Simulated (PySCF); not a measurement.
C₅H₅Cl, SMILES C1[C@H]([C@H]1C#C)Cl.

Geometry: PBE0-D3(BJ)/def2-SVP.

Calculation: PySCF with PBE0-D3(BJ)/def2-SVP.

Frequencies are harmonic and unscaled.

Computed vibrational spectrum:
```
mode  ν (cm⁻¹)  IR (km/mol)  Raman (Å⁴/amu)  depolarisation  moving atoms (share of kinetic energy)
----  --------  -----------  --------------  --------------  --------------------------------------
1          116          0.8             6.5            0.71                 C 53 %, Cl 36 %, H 10 %
2          193          2.6             6.3            0.72                          C 71 %, H 26 %
3          311          2.2             5.0            0.75                 C 73 %, Cl 16 %, H 11 %
4          339          0.9             3.9            0.65                 C 54 %, H 27 %, Cl 19 %
5          522          5.4             3.5            0.49                          C 78 %, H 21 %
6          589         11.2             5.1            0.73                  C 80 %, Cl 11 %, H 9 %
7          673         33.2             3.8            0.68                          H 76 %, C 23 %
8          689         19.3             7.3            0.36                 C 52 %, H 30 %, Cl 18 %
9          711         38.9             2.9            0.73                          H 76 %, C 24 %
10         788          6.1            11.6            0.34                          C 62 %, H 38 %
11         824          7.5             3.0            0.65                          H 77 %, C 22 %
12         951          5.5            14.3            0.70                          C 82 %, H 16 %
13        1032         16.5             4.6            0.73                          H 59 %, C 41 %
14        1056          0.2             3.8            0.43                          H 63 %, C 36 %
15        1075          5.9             8.4            0.51                          C 52 %, H 48 %
16        1108          0.4             0.3            0.73                          H 83 %, C 17 %
17        1128          3.2             3.7            0.58                          H 64 %, C 36 %
18        1215          1.5            14.9            0.29                          H 72 %, C 27 %
19        1311         20.0             4.6            0.53                          H 67 %, C 33 %
20        1384          5.1            22.7            0.26                          H 60 %, C 40 %
21        1466         10.8            22.4            0.34                          H 51 %, C 49 %
22        2254          9.6           208.9            0.27                           C 91 %, H 9 %
23        3160          1.7            95.1            0.16                                  H 95 %
24        3167          1.8           128.5            0.19                           H 92 %, C 8 %
25        3212          2.6           130.8            0.22                           H 92 %, C 8 %
26        3268          1.1            67.1            0.68                          H 89 %, C 11 %
27        3492         83.8            30.1            0.23                          H 85 %, C 15 %
```
